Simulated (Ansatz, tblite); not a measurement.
Spin states of Mg₃N₂⁻, each relaxed with B3LYP-D4/def2-SVPD in Ansatz. Electronic energies in the gas phase.

The xTB rows come from tblite. LC-ωPBE has ω = 0.4 bohr⁻¹. HSE06 is defined as in plane-wave codes, on full-range PBE exchange. Correlated methods freeze 5 core orbitals; core or outer-core shells of Mg are correlated, in sets that lack core-valence functions. The structure comes from a short search, and lower isomers may exist.

Doublet geometry:

Cartesian coordinates in Å:
```
Mg -1.592 -2.168 0.545
Mg 2.721 0.953 1.024
Mg -1.732 1.035 -1.819
N 0.287 0.564 -0.221
N 0.315 -0.384 0.470
```

Quartet geometry (C2v within 0.1 Å):

Cartesian coordinates in Å:
```
Mg 0.486 0.920 2.312
Mg 0.868 1.137 -0.677
Mg -0.552 -1.008 -2.260
N -0.526 -0.758 -0.242
N -0.275 -0.291 0.866
```

⟨S²⟩: doublet 0.76 at PBE0-D4/def2-TZVPD (pure 0.75), quartet 3.85 at PBE0-D4/def2-TZVPD (pure 3.75).

Run but left out: HF/def2-SVPD, HF/def2-TZVPD, MP2/def2-SVPD, MP2/def2-TZVPD (doublet: ⟨S²⟩ 1.13 to 1.18, where a pure state has 0.75); CCSD/def2-SVPD, CCSD(T)/def2-SVPD (quartet: ⟨S²⟩ 4.36, where a pure state has 3.75).

Only these spin states were relaxed. The quartet has other bonds than the doublet, so the gap mixes isomer and spin.

**Question.** Estimate which spin state lies lowest at each of these levels, and by how much: GFN1-xTB; GFN2-xTB; HF/STO-3G; LDA (SPW92)/def2-TZVPD; PBE-D4/def2-TZVPD; r2SCAN-D4/def2-TZVPD; B97M-V/def2-TZVPD; PBE0-D4/def2-TZVPD; HSE06-D4/def2-TZVPD; LC-ωPBE/def2-TZVPD; RPA@PBE/def2-TZVPD.

**Answer.** 
| level | quartet − doublet (kcal/mol) | lowest of these | remarks |
| --- | --- | --- | --- |
| GFN1-xTB | 90.7 | doublet | – |
| GFN2-xTB | -5.5 | quartet | – |
| HF/STO-3G | 48.1 | doublet | HOMO above zero (doublet), HOMO above zero (quartet) |
| LDA (SPW92)/def2-TZVPD | -6.1 | quartet | HOMO above zero (doublet), HOMO above zero (quartet) |
| PBE-D4/def2-TZVPD | 4.6 | doublet | HOMO above zero (doublet), HOMO above zero (quartet) |
| r2SCAN-D4/def2-TZVPD | -10.2 | quartet | HOMO above zero (doublet), HOMO above zero (quartet) |
| B97M-V/def2-TZVPD | 3.1 | doublet | HOMO above zero (doublet), HOMO above zero (quartet) |
| PBE0-D4/def2-TZVPD | 5.0 | doublet | – |
| HSE06-D4/def2-TZVPD | 4.8 | doublet | HOMO above zero (doublet) |
| LC-ωPBE/def2-TZVPD | -0.2 | tie | spin-contaminated (⟨S²⟩ 4.03) (quartet) |
| RPA@PBE/def2-TZVPD | 11.8 | doublet | – |

Change of the quartet − doublet gap on mixing in exact exchange, in kcal/mol: PBE to PBE0 (25 % exact exchange) 0.4. The xTB methods have no spin-polarisation term.
